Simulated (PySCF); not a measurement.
Mn⁺ (manganese, charge +1): PBE0 calculation

Configuration: [Ar] 3d5 4s1, high-spin 7S determinant. Calculation: PySCF 2.14, in ANO-RCC-VTZP; scalar relativity by spin-free X2C-1e.

| Item | Value |
| --- | --- |
| Total energy | -1158.073 hartree |
| One-electron energy | -1587.463 hartree |
| Hartree (Coulomb) energy | 481.633 hartree |
| Exchange-correlation energy | -52.243 hartree |
| ⟨S²⟩ | 12.0002 |
| ⟨L²⟩ | 0.000 |
| Sum of ⟨r⟩ | 17.87 bohr |
| Sum of ⟨r²⟩ | 25.68 bohr² |
| Langevin diamagnetic susceptibility | -20.3 ×10⁻⁶ cm³/mol |

```tsv
shell	electrons	mean orbital energy (eV)	rms radius, mean of both spins (bohr)
1s α	1	-6475.6	0.0703
1s β	1	-6475.5	0.0703
2s α	1	-767.25	0.303
2s β	1	-764.82	0.303
2p α	3	-650.27	0.274
2p β	3	-648.21	0.274
3s α	1	-101.69	0.916
3s β	1	-94.995	0.916
3p α	3	-69.041	0.985
3p β	3	-61.872	0.985
3d α	5	-18.672	1.32
4s α	1	-13.310	2.96
```

Densities and radii are taken from the X2C orbitals without a picture-change correction, which distorts them close to the nucleus.
